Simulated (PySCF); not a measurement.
Species: C₂H₁₁ClP₂Si₂.
Z-matrix (Å and degrees, GFN2-xTB geometry), rows numbered from 1:
```
Si
C   1  1.9022
C   2  1.5267  1  114.45
Si  3  1.9155  2  113.64  1   -73.21
P   4  2.2727  3  107.01  2   -41.20
P   4  2.2793  3  109.97  2    90.61
Cl  4  2.0556  3  106.70  2  -154.15
H   1  1.4629  2  109.09  3   -54.06
H   1  1.4678  2  109.79  3    66.07
H   1  1.4635  2  108.28  3  -174.29
H   2  1.0951  1  109.99  3  -122.87
H   2  1.0929  1  108.51  3   121.62
H   3  1.0930  2  109.24  1   166.59
H   3  1.0914  2  109.87  1    49.90
H   5  1.3863  4   94.52  3    92.22
H   5  1.3866  4   94.70  3  -174.81
H   6  1.3866  4   95.31  3  -113.69
H   6  1.3862  4   94.46  3   153.65
```

Computed at PBE0/pcSseg-1 (PySCF, non-relativistic), with Q(35Cl) = −0.0817 b: Cl7, 35Cl (I = 3/2): χzz = -41.93 MHz, η = 0.051.

(1) Find the zero-field quadrupole resonance frequencies of 35Cl at Cl7.

(2) Apply the simplest Townes–Dailey estimate (no s hybridisation, no π bonding), ionic character = 1 − χzz/χ0, where χ0 is the coupling for one missing p electron along the bond: −109.74 MHz for 35Cl.

Answers

(1) From ν = (|χ|/2)√(1 + η²/3): ν = 20.98 MHz (silicon-bound chlorine). For 37Cl the ratio of quadrupole moments, 0.7881, gives 16.53 MHz.

(2) Cl7 on Si4: 1 − (-41.93)/(-109.74) = 0.62. In this model a purely covalent bond gives χ0 and a free halide ion gives zero; s hybridisation or π bonding, where present, is counted here as ionic character.

In a crystal, neighbours and librations shift these lines. Isolated species at its GFN2-xTB geometry (one conformer only). GFN2-xTB bond lengths can be off by several hundredths of an ångström, more for odd bonds, and the gradients follow them. A larger basis could move these couplings by a tenth or more.
